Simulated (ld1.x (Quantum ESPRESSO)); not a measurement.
**Ag (Z = 47): one change to a PAW potential, before and after**

- Element: Ag (Z = 47)
- Generator: ld1.x (Quantum ESPRESSO) 7.5
- Type: PAW
- Functional: PBEsol
- Relativity: scalar-relativistic
- Frozen core: [Kr]
- Valence charge: 11
- Reference configuration: 4d10 5s0 5p1
- Partial waves: 5s (bound, empty): rcut 2.00, rcutus 2.45 bohr; 5s channel at 2.65 Ry: rcut 2.00, rcutus 2.45 bohr; 5p (bound): rcut 3.45, rcutus 4.10 bohr; 5p channel at 0.2 Ry: rcut 3.45, rcutus 4.10 bohr; 4d (bound): rcut 1.55, rcutus 1.65 bohr; 4d channel at -0.3 Ry: rcut 1.55, rcutus 1.65 bohr
- Local potential: all-electron potential smoothed inside 2.45 bohr (lloc = -1)
- Core correction: a·sin(br)/r model core, default radius (ld1.x builds one for every PAW set, though the input has nlcc=.false.)
- Augmentation charge: PSQ, inside the norm-conserving radii

All-electron outer shells of the reference configuration (PBEsol, scalar-relativistic, ld1.x):

```json
{"shell": "4s", "level (eV)": "-97.00", "outermost node (bohr)": "0.44", "outermost maximum (bohr)": "0.82"}
{"shell": "4p", "level (eV)": "-60.57", "outermost node (bohr)": "0.44", "outermost maximum (bohr)": "0.87"}
{"shell": "4d", "level (eV)": "-9.45", "outermost node (bohr)": "0.43", "outermost maximum (bohr)": "1.04"}
{"shell": "5s", "level (eV)": "-5.78", "outermost node (bohr)": "1.11", "outermost maximum (bohr)": "2.43"}
{"shell": "5p", "level (eV)": "-1.68", "outermost node (bohr)": "1.25", "outermost maximum (bohr)": "3.53"}
```

Change: core correction a·sin(br)/r model core inside 1.10 bohr.

Cutoffs: the cutoffs (Ry, on a coarse ladder) from which the occupation-weighted sum of valence levels, in a spherical-Bessel basis at the reference potential, stays within 10 and 1 mRy of its value at 400 Ry; they do not see the model core or the augmentation charge, which bear on the density cutoff. Errors are all-electron minus pseudo energies relative to the spin-unpolarised reference configuration.

Task: What does the change do?

Result: The potential gets neither clearly harder nor softer (40 Ry and 70 Ry → 40 Ry and 70 Ry); of the 7 tests that both files solve, the error grows in 2 and shrinks in 2 by more than 15 % and 0.3 meV (median size 38.6 → 42.6 meV); neither file shows a bound ghost. The default core radius of the base comes out at 0.79 bohr. A wider model core is smoother and lowers the density cutoff, which this test does not measure.

| quantity | base | changed |
| --- | --- | --- |
| cutoff, loose | 40 Ry | 40 Ry |
| cutoff, tight | 70 Ry | 70 Ry |
| bound ghosts | none | none |
| error for 4d10 5s1 5p0, meV [ΔE -3.93 eV] | +1.0 | +0.3 |
| error for 4d10 5s0 5p0, meV [ΔE 3.82 eV] | +0.1 | -1.5 |
| error for 4d9 5s0 5p0, meV [ΔE 25.93 eV] | -80 | -55 |
| error for 4d9 5s1 5p0, meV [ΔE 9.23 eV] | -45 | -43 |
| error for 4d9 5s1 5p1, meV [ΔE 4.68 eV] | -39 | -42 |
| error for 4d9 5s2 5p0, meV [ΔE 0.12 eV] | -35 | -43 |
| error for 4d7 5s0 5p0, meV [ΔE 113.81 eV] | -1146 | -1064 |
| s: phases at 4.45 bohr within 0.05 rad from the reference energy up to (Ry; the scan ends near 5) | to the end of the scan | to the end of the scan |
| p: phases at 4.45 bohr within 0.05 rad from the reference energy up to (Ry; the scan ends near 5) | 1.1 | 1.1 |
| d: phases at 4.45 bohr within 0.05 rad from the reference energy up to (Ry; the scan ends near 5) | to the end of the scan | to the end of the scan |
| lowest overlap eigenvalue by channel | s 0.60, p 0.66, d 0.98 | s 0.60, p 0.66, d 0.98 |
